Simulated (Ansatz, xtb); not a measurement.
**C7H7ClO: 7 structures ranked**

7 gas-phase structures of C7H7ClO, from a drawn sample of its isomers (lower ones may exist). Each was relaxed with GFN2-xTB; where two conformers were screened, the lower at r2SCAN-D4/def2-SVP is listed:

A. `CC1=C[C@@H](C=O)C(Cl)=C1`, a singlet
B. `CC1=C/C(=C\O)C(Cl)=C1`, a singlet
C. `C=C1C=C(Cl)/C(=C\O)C1`, a singlet
D. `CC1=CC(Cl)=C(C=O)C1`, a singlet
E. `CC1=C/C(=C/O)C(Cl)=C1`, a singlet
F. `C=C1C=C(Cl)[C@@H](C=O)C1`, a singlet
G. `C=C1C=C(Cl)/C(=C/O)C1`, a singlet

Estimate their order in r2SCAN-D4/def2-SVP energy at these geometries, lowest first.

Calculated order at r2SCAN-D4/def2-SVP: D (0.0), E (4.3), B (6.8), A (11.0), C (12.0), F (12.3), G (12.4) kcal/mol. Less than 1 kcal/mol parts A and C; C and F; F and G, so the order within those pairs means little.

Energies above the lowest of each column, in kcal/mol; the last columns are at B3LYP-D3(BJ)/def2-SVP geometries and were run for some of them only (a dash: not run or not comparable):

| structure | GFN2-xTB | HF/STO-3G | r2SCAN-D4/def2-SVP | B3LYP-D3(BJ)/def2-SVP | CCSD(T)/def2-SVP + ΔMP2/def2-TZVPP |
| --- | --- | --- | --- | --- | --- |
| D | 0.3 | 0.0 | 0.0 | 0.0 | 0.0 |
| E | 0.0 | 7.2 | 4.3 | 4.4 | 4.7 |
| B | 2.1 | 9.2 | 6.8 | 7.2 | 6.3 |
| A | 9.3 | 6.1 | 11.0 | 9.9 | 6.4 |
| C | 5.9 | 15.9 | 12.0 | 11.4 | 11.0 |
| F | 11.6 | 6.3 | 12.3 | 10.3 | 7.8 |
| G | 6.8 | 16.3 | 12.4 | – | – |

Every level run on D puts it lowest or level with the lowest. CCSD(T)/def2-SVP + ΔMP2/def2-TZVPP orders those it was run on as D (0.0), E (4.7), B (6.3), A (6.4), F (7.8), C (11.0) kcal/mol. Less than 1 kcal/mol parts B and A, so the order within that pair means little. Flexible structures stand in one conformer each, not always the lowest. Frequencies (GFN2-xTB) were run for A, B, C, D, E, F alone. The ΔMP2 step shifts differences by up to 3.5 kcal/mol, which makes them less sure. ΔMP2 is the change of the MP2 energy from the smaller to the larger basis.

Over these structures GFN2-xTB departs from r2SCAN-D4/def2-SVP by 2.2 kcal/mol on average once a common shift is removed. A GFN2-xTB relaxation took about 0.081 s and the r2SCAN-D4/def2-SVP energy about 5.7 s on a shared host (Ansatz 0.2.0, xtb 6.7.1).
